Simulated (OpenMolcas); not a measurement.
Ir: input and output

Input:

```
&GATEWAY
Coord
1

Ir 0.0 0.0 0.0
Basis=ANO-RCC-VTZP
Group=XYZ
NoMove
AngMom=0.0 0.0 0.0
AMFI
&SEWARD
&RASSCF
FileOrb=start.orb
Symmetry=1
Spin=4
nActEl=7 0 0
Inactive=16 19
Ras2=5 0
CIRoot=10 10 1
SDav=10
CIMx=300
Iter=120 100
PrWF=0.3
OrbListing=Nothing
MaxOrb=0
Atom
>>> COPY $Project.JobIph JOB001
&RASSCF
FileOrb=start.orb
Symmetry=1
Spin=2
nActEl=7 0 0
Inactive=16 19
Ras2=5 0
CIRoot=40 40 1
SDav=40
CIMx=300
Iter=120 100
PrWF=0.3
OrbListing=Nothing
MaxOrb=0
Atom
>>> COPY $Project.JobIph JOB002
&RASSI
NrOfJobIphs=2 10 40
1 2 3 4 5 6 7 8 9 10
1 2 3 4 5 6 7 8 9 10 11 12 13 14 15 16 17 18 19 20 21 22 23 24 25 26 27
28 29 30 31 32 33 34 35 36 37 38 39 40
IphNames
JOB001
JOB002
EJob
SpinOrbit
DIPRint=1.0
SOCoupling=1000.0
Subsets=2
MEES
Property=10
'ANGMOM' 1 'ANGMOM' 2 'ANGMOM' 3 'MLTPL  1' 1 'MLTPL  1' 2 'MLTPL  1' 3
'AMFI' 1 'AMFI' 2 'AMFI' 3 'MLTPL  2' 6
SOProperty=3
'ANGMOM' 1 'ANGMOM' 2 'ANGMOM' 3
```

Launched by
```bash
OMP_NUM_THREADS=1 MOLCAS_MEM=1689 MOLCAS_PROJECT=a pymolcas a.inp > a.log  # once for each step of the input, in one work folder
```

A driver script runs the steps one by one and writes start.orb anew before each from the orbitals found so far.

Output, cut to the results:

```
--- SEWARD ---
Basis set label: IR.ANO-RCC...8S7P5D3F1G.

      Electronic valence basis set:
      ------------------
      Associated Effective Charge  77.000000 au
      Associated Actual Charge     77.000000 au
      Nuclear Model: Point charge

      Shell  nPrim  nBasis  Cartesian Spherical Contaminant
         s      24       8        X
         p      21       7        X
         d      15       5                 X
         f      11       3                 X
         g       4       1                 X
                  Relativistic Douglas-Kroll-Hess integrals:
                    - DKH order of Hamiltonian: 2
                    - DKH order of Properties : 0
                  Atomic mean-field integrals
--- RASSCF ---
Wave function specifications:
      -----------------------------

      Number of closed shell electrons          70
      Number of electrons in active shells       7
      Max number of holes in RAS1 space          0
      Max nr of electrons in RAS3 space          0
      Number of inactive orbitals               35
      Number of active orbitals                  5
      Number of secondary orbitals              44
      Spin quantum number                      1.5
      State symmetry                             1
Orbital specifications:
      -----------------------

      Symmetry species                           1   2
                                                ag  au
      Frozen orbitals                            0   0
      Inactive orbitals                         16  19
      Active orbitals                            5   0
      RAS1 orbitals                              0   0
      RAS2 orbitals                              5   0
      RAS3 orbitals                              0   0
      Secondary orbitals                        21  23
      Deleted orbitals                           0   0
      Number of basis functions                 42  42
      Number of CSFs                            10
      Number of root(s) required                10
      Iter CI   SX   CI       RASSCF       Energy    max ROT     max BLB   max BLB  Level Ln srch  Step   QN
          iter iter root      energy       change     param      element    value   shift minimum  type update
 Nr of preliminary CI iterations:   1
      Total energies have been shifted. Add               -17000.00 au
        1   1    9    0  -810.62329168    0.00E+00   4.13E-02   18  25 1  5.20E-02*  0.00   0.00    SX    NO
        2   1   10    0  -810.62823832   -4.95E-03*  2.04E-02   17  23 2  3.99E-02*  0.00   0.00    SX    NO
        3   1   10    0  -810.62903079   -7.92E-04*  1.71E-02   18  24 2 -3.28E-02*  0.00   0.00    SX    NO
        4   1   10    0  -810.62953858   -5.08E-04*  1.40E-02   19  25 2  2.99E-02*  0.00   0.00    SX    NO
        5   1    9    0  -810.62988328   -3.45E-04*  6.41E-03   19  25 2 -2.65E-02*  0.00   0.53    LS   YES
        6   1    8    0  -810.63130687   -1.42E-03*  4.30E-04   10  36 2 -1.10E-03*  0.00   1.03    QN   YES
        7   1    7    0  -810.63130902   -2.15E-06* -1.99E-04   16  22 1 -1.73E-04*  0.00   1.03    QN   YES
        8   1    6    0  -810.63130910   -7.91E-08*  1.17E-04   16  22 1 -8.00E-05   0.00   1.23    QN   YES
        9   1    4    0  -810.63130911   -9.25E-09  -2.13E-06   11  30 2 -5.48E-06   0.00   0.98    QN   YES
      Convergence after  9 iterations
       10   1    4    0  -810.63130911   -5.09E-11  -2.13E-06   16  23 1 -5.82E-07   0.00   0.98    QN   YES
      Natural orbitals and occupation numbers for root  1
      sym 1:   1.873385   1.000000   1.126615   1.873385   1.126615
      Natural orbitals and occupation numbers for root  2
      sym 1:   1.000000   1.935882   1.064118   1.064118   1.935882
      Natural orbitals and occupation numbers for root  3
      sym 1:   1.000000   1.877998   1.122002   1.877998   1.122002
::    RASSCF root number  1 Total energy: -17810.64755412
::    RASSCF root number  2 Total energy: -17810.64755412
::    RASSCF root number  3 Total energy: -17810.64755412
::    RASSCF root number  4 Total energy: -17810.64755412
::    RASSCF root number  5 Total energy: -17810.64755412
::    RASSCF root number  6 Total energy: -17810.64755412
::    RASSCF root number  7 Total energy: -17810.64755412
::    RASSCF root number  8 Total energy: -17810.59340409
::    RASSCF root number  9 Total energy: -17810.59340409
::    RASSCF root number 10 Total energy: -17810.59340409
--- RASSCF ---
Wave function specifications:
...
--- RASSI ---
SPIN-FREE ENERGIES:
  (Shifted by EMIN (a.u.) =     -17810.6475541206)

 SF State       Relative EMIN(au)   Rel lowest level(eV)    D:o, cm**(-1)      L_eff

     1             0.0000000000        0.0000000000              0.0000         3.0
     2             0.0000000000        0.0000000000              0.0000         3.0
     3             0.0000000000        0.0000000000              0.0000         3.0
     4             0.0000000000        0.0000000000              0.0000         3.0
     5             0.0000000000        0.0000000000              0.0000         3.0
     6             0.0000000000        0.0000000000              0.0000         3.0
     7             0.0000000000        0.0000000000              0.0000         3.0
     8             0.0541500294        1.4734973650          11884.5577         1.0
     9             0.0541500294        1.4734973650          11884.5577         1.0
    10             0.0541500294        1.4734973650          11884.5577         1.0
    11             0.0579257194        1.5762391234          12713.2259         4.0
    12             0.0579257194        1.5762391234          12713.2259         4.0
    13             0.0579257194        1.5762391234          12713.2259         4.0
    14             0.0579257194        1.5762391234          12713.2259         4.0
    15             0.0579257194        1.5762391234          12713.2259         4.0
    16             0.0579257194        1.5762391234          12713.2259         4.0
    17             0.0579257194        1.5762391234          12713.2259         4.0
    18             0.0579257194        1.5762391234          12713.2259         4.0
    19             0.0579257194        1.5762391234          12713.2259         4.0
    20             0.0758575275        2.0641884802          16648.8029         4.7
    21             0.0758575275        2.0641884802          16648.8029         5.0
...
```

Levels above the lowest, from the spin-orbit matrix, grouped by J:

```json
{"Configuration": "5d7 6s2", "Term": "4F", "J": "9/2", "E (cm-1)": "0.0", "Measured (cm-1)": "0.0", "Term weight %": "88", "Second": "11 2G"}
{"Configuration": "5d7 6s2", "Term": "4F", "J": "7/2", "E (cm-1)": "7083", "Measured (cm-1)": "7107", "Term weight %": "97", "Second": "3 2G"}
{"Configuration": "5d7 6s2", "Term": "4F", "J": "5/2", "E (cm-1)": "9487", "Measured (cm-1)": "9878", "Term weight %": "80", "Second": "15 2D(1)"}
{"Configuration": "5d7 6s2", "Term": "4F", "J": "3/2", "E (cm-1)": "10348", "Measured (cm-1)": "", "Term weight %": "53", "Second": "22 2D(1)"}
{"Configuration": "5d7 6s2", "Term": "4P", "J": "3/2", "E (cm-1)": "14531", "Measured (cm-1)": "", "Term weight %": "43", "Second": "29 2P"}
{"Configuration": "5d7 6s2", "Term": "4P", "J": "5/2", "E (cm-1)": "16431", "Measured (cm-1)": "12952", "Term weight %": "86", "Second": "8 4F"}
{"Configuration": "5d7 6s2", "Term": "2G", "J": "9/2", "E (cm-1)": "16798", "Measured (cm-1)": "13940", "Term weight %": "65", "Second": "25 2H"}
{"Configuration": "5d7 6s2", "Term": "4P", "J": "1/2", "E (cm-1)": "19684", "Measured (cm-1)": "", "Term weight %": "70", "Second": "30 2P"}
{"Configuration": "5d7 6s2", "Term": "2H", "J": "11/2", "E (cm-1)": "22493", "Measured (cm-1)": "", "Term weight %": "100", "Second": ""}
{"Configuration": "5d7 6s2", "Term": "2G", "J": "7/2", "E (cm-1)": "22697", "Measured (cm-1)": "17779", "Term weight %": "91", "Second": "7 2F"}
{"Configuration": "5d7 6s2", "Term": "4P", "J": "3/2", "E (cm-1)": "25510", "Measured (cm-1)": "", "Term weight %": "43", "Second": "23 2D(1)"}
{"Configuration": "5d7 6s2", "Term": "2D(1)", "J": "5/2", "E (cm-1)": "26320", "Measured (cm-1)": "", "Term weight %": "79", "Second": "12 4F"}
{"Configuration": "5d7 6s2", "Term": "2P", "J": "1/2", "E (cm-1)": "29905", "Measured (cm-1)": "", "Term weight %": "70", "Second": "30 4P"}
{"Configuration": "5d7 6s2", "Term": "2H", "J": "9/2", "E (cm-1)": "30088", "Measured (cm-1)": "", "Term weight %": "75", "Second": "24 2G"}
{"Configuration": "5d7 6s2", "Term": "2F", "J": "5/2", "E (cm-1)": "33908", "Measured (cm-1)": "26404", "Term weight %": "91", "Second": "6 2D(2)"}
{"Configuration": "5d7 6s2", "Term": "2D(1)", "J": "3/2", "E (cm-1)": "36646", "Measured (cm-1)": "", "Term weight %": "50", "Second": "30 2P"}
{"Configuration": "5d7 6s2", "Term": "2F", "J": "7/2", "E (cm-1)": "38284", "Measured (cm-1)": "", "Term weight %": "93", "Second": "6 2G"}
{"Configuration": "5d7 6s2", "Term": "2D(2)", "J": "3/2", "E (cm-1)": "52707", "Measured (cm-1)": "", "Term weight %": "92", "Second": "5 2D(1)"}
{"Configuration": "5d7 6s2", "Term": "2D(2)", "J": "5/2", "E (cm-1)": "56029", "Measured (cm-1)": "", "Term weight %": "92", "Second": "6 2F"}
```

Against the 6 measured excited levels shown (NIST Handbook of Basic Atomic Spectroscopic Data) the mean absolute deviation is 3200 cm-1; the largest miss in energy is 5d7 6s2 2F 5/2: computed 33908, measured 26404 cm-1 (+28.4 %).

Without dynamic correlation excited terms often stand tens of per cent too high (terms of higher spin than the ground term too low), and those without a measured partner can miss by more than the paired ones. Some levels mix across a computed gap that differs much from the measured one, so their mixing is not that of the real levels. With the s shell closed, the reference lacks s² → p², s² → d² and s → d mixing, so excited terms can stand far too high and out of order, with CASPT2 too. Computed and measured levels are paired by configuration, term and J; levels that our copy of the source lacks, or whose pairing is in doubt (as where it misses far off the trend of its configuration), stay unpaired and out of the deviations. Only configurations of the active space appear.

The RASSCF and RASSI steps took 19 s on 1 thread of Intel(R) Xeon(R) Platinum 8259CL CPU @ 2.50GHz (Skylake/Cascade Lake), on a shared host; the integral step is not counted.

The term weight is that of the spin-free term in the level, not the purity of its configuration. A number in round brackets counts repeated terms of one configuration in the order of the reference energies.
